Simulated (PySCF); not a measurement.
Compound: [IrCl6]3- (charge -3 and singlet state).
Bonds: Ir1–Cl2, Ir1–Cl3, Ir1–Cl4, Ir1–Cl5, Ir1–Cl6, Ir1–Cl7.

The calculation used PySCF 2.14.0, PBE0-D3(BJ)/def2-SVP geometry optimisation, gas phase, def2 core potentials past Kr.

Problem. How far are the bound atoms from Ir1?

Solution. 6 atoms: Cl3 2.432 Å, Cl6 2.432 Å, Cl7 2.432 Å, Cl5 2.432 Å, Cl2 2.432 Å, Cl4 2.432 Å.

Problem. List the angles at Ir1.

Solution. 
```json
{"angle": "Cl6–Ir1–Cl7", "degrees": "180.0", "distance of the outer atoms (Å)": "4.86"}
{"angle": "Cl2–Ir1–Cl3", "degrees": "179.9", "distance of the outer atoms (Å)": "4.86"}
{"angle": "Cl4–Ir1–Cl5", "degrees": "179.9", "distance of the outer atoms (Å)": "4.86"}
{"angle": "Cl2–Ir1–Cl4", "degrees": "90.1", "distance of the outer atoms (Å)": "3.44"}
{"angle": "Cl3–Ir1–Cl7", "degrees": "90.0", "distance of the outer atoms (Å)": "3.44"}
{"angle": "Cl5–Ir1–Cl6", "degrees": "90.0", "distance of the outer atoms (Å)": "3.44"}
{"angle": "Cl4–Ir1–Cl7", "degrees": "90.0", "distance of the outer atoms (Å)": "3.44"}
{"angle": "Cl2–Ir1–Cl6", "degrees": "90.0", "distance of the outer atoms (Å)": "3.44"}
{"angle": "Cl5–Ir1–Cl7", "degrees": "90.0", "distance of the outer atoms (Å)": "3.44"}
{"angle": "Cl3–Ir1–Cl6", "degrees": "90.0", "distance of the outer atoms (Å)": "3.44"}
{"angle": "Cl3–Ir1–Cl5", "degrees": "90.0", "distance of the outer atoms (Å)": "3.44"}
{"angle": "Cl3–Ir1–Cl4", "degrees": "90.0", "distance of the outer atoms (Å)": "3.44"}
{"angle": "Cl2–Ir1–Cl7", "degrees": "90.0", "distance of the outer atoms (Å)": "3.44"}
{"angle": "Cl2–Ir1–Cl5", "degrees": "90.0", "distance of the outer atoms (Å)": "3.44"}
{"angle": "Cl4–Ir1–Cl6", "degrees": "90.0", "distance of the outer atoms (Å)": "3.44"}
```

Problem. What is the shape at Ir1?

Solution. Octahedral: the three widest angles are 180.0°, 179.9° and 179.9°, the others run from 90.0° to 90.1°.

Problem. What are the rotational constants (commonest isotopes, rigid rotor)?

Solution. A = 610.9, B = 610.6, C = 610.5 MHz: a spherical top.

Point group: Oh (every atom within 0.08 Å of its image). Charge -3, singlet. Whether so highly charged an anion holds all its electrons in the gas phase wasn't checked; a finite basis holds them in any case. No counter-ion or solvent screens the charge of this multiply charged ion. No frequency check.
